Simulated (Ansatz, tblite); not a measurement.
Removing an electron: Hg(OH)2 (HgO2H2). Total charge 0; singlet. Geometry: r2SCAN-D4/def2-TZVP. Ansatz, gas phase; energy differences of separate SCF runs; the oxidised species was run as a doublet alone.

```csv
atom,x (Å),y (Å),z (Å)
Hg1,0.184,-0.071,-0.029
O2,-0.096,-1.572,1.209
H3,-0.985,-1.919,1.061
O4,0.629,1.368,-1.294
H5,0.267,2.194,-0.947
```

In the def2 sets Hg takes a core potential; there is no spin–orbit coupling. The xTB rows come from tblite. Correlated methods freeze 2 core orbitals; core or outer-core shells of Hg are correlated, in sets that lack core-valence functions. HOMO above LUMO, or a gap near zero within one spin, warns that the state may not be the lowest or that an electron is smeared out.

| level | −HOMO (eV) | vertical IE (eV) | −LUMO (eV) | HOMO–LUMO gap (eV) | remarks |
| --- | --- | --- | --- | --- | --- |
| GFN1-xTB | 13.28 | 17.13 | 8.66 | 4.62 | – |
| GFN2-xTB | 12.29 | 16.21 | 8.27 | 4.02 | – |
| HF/def2-TZVPP | – | 9.09 | – | – | – |
| PBE-D4/def2-TZVP | 6.63 | 10.12 | 2.20 | 4.43 | gap within one spin near zero (+1 doublet) |
| r2SCAN-D4/def2-TZVP | 6.96 | 10.25 | 1.94 | 5.02 | – |
| PBE0-D4/def2-TZVP | 8.30 | 10.58 | 1.23 | 7.06 | – |
| MP2/def2-TZVPP | – | 11.18 | – | – | – |
| CCSD/def2-TZVPP | – | 10.69 | – | – | – |
| CCSD(T)/def2-TZVPP | – | 10.80 | – | – | – |

  Raw xTB energy differences between charge states are shifted by several eV; the methods need an empirical correction for them.
